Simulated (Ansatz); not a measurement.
`[SeH][CH]1[CH2][GeH2]1` and `[CH2]1[CH2][GeH2]1` differ in one atom or group.

Ansatz, PBE0-D4/def2-TZVP geometries, multiplicity 1. Each molecule was computed in one conformer, which needn't be the lowest.

Scalar relativity is left out up to krypton.

| property | `[SeH][CH]1[CH2][GeH2]1` |
| --- | --- |
| size of the dipole moment (ωB97M-V/def2-TZVPP) / D | 1.54 |
| HOMO–LUMO gap (PBE/def2-TZVPP) / eV | 3.97 |
| size of the dipole moment (PBE/def2-TZVPP) / D | 1.37 |
| HOMO–LUMO gap (B3LYP/def2-TZVPP) / eV | 5.43 |
| HOMO energy (ωB97M-V/def2-TZVPP) / eV | -8.19 |
| LUMO energy (PBE/def2-TZVPP) / eV | -1.09 |

Problem. Give the same properties after the change, and the shifts. (Best estimate.)

Solution. Computed: 
```json
{"property": "size of the dipole moment (ωB97M-V/def2-TZVPP) / D", "`[CH2]1[CH2][GeH2]1`": "0.03", "shift": "-1.51"}
{"property": "HOMO–LUMO gap (PBE/def2-TZVPP) / eV", "`[CH2]1[CH2][GeH2]1`": "5.15", "shift": "1.18"}
{"property": "size of the dipole moment (PBE/def2-TZVPP) / D", "`[CH2]1[CH2][GeH2]1`": "0.19", "shift": "-1.18"}
{"property": "HOMO–LUMO gap (B3LYP/def2-TZVPP) / eV", "`[CH2]1[CH2][GeH2]1`": "6.55", "shift": "1.12"}
{"property": "HOMO energy (ωB97M-V/def2-TZVPP) / eV", "`[CH2]1[CH2][GeH2]1`": "-8.56", "shift": "-0.37"}
{"property": "LUMO energy (PBE/def2-TZVPP) / eV", "`[CH2]1[CH2][GeH2]1`": "-0.25", "shift": "0.84"}
```

With PBE0 the HOMO falls by 0.34 eV and the LUMO rises by 0.79 eV, so the gap widens by about 1.13 eV. PBE moves the HOMO by -0.36 eV and ωB97M-V by -0.37 eV. Dipoles are sizes alone; their direction can turn.

B3LYP here is the variant with VWN-RPA as its local correlation; programs differ in this.

Spin–orbit coupling is left out; it splits and shifts lone-pair levels of the heavy atoms by tenths of an eV.
